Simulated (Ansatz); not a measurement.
Compare A (`CBBOC`) with its isomer B (`CCBBO`).

Calculated with Ansatz (gas phase, PBE0-D4/def2-TZVP geometries, no zero-point term in ΔE). CBS: MP2 limit from def2 TZ/QZ plus the TZ coupled-cluster correction, frozen cores. DFT in def2-TZVPP. B3LYP here is the variant with VWN-RPA as its local correlation; programs differ in this. One conformer a species, not always the lowest.

**Question.** Which isomer does CCSD(T)/CBS put lower? Give the gap. (An estimate is asked.)

**Answer.** Ansatz gave: B, by 9.9 kcal/mol.

**Question.** Give E(B) − E(A) in kcal/mol with B3LYP, B3LYP-D4, CCSD/def2-TZVPP, PBE-D4, B2PLYP, CCSD(T)/def2-TZVPP, PBE0-D4. (An estimate is asked.)

**Answer.** The calculation gave: B3LYP -8.0, B3LYP-D4 -8.1, CCSD/def2-TZVPP -9.5, PBE-D4 -9.1, B2PLYP -8.8, CCSD(T)/def2-TZVPP -9.5, PBE0-D4 -9.6. None reverses the order clearly.

Largest T1 diagnostic: 0.013.

In def2-TZVPP, CCSD(T) changes the Hartree–Fock value by −1.7 kcal/mol (the triples alone add +0.0 kcal/mol) and MP2 by −2.8 kcal/mol.
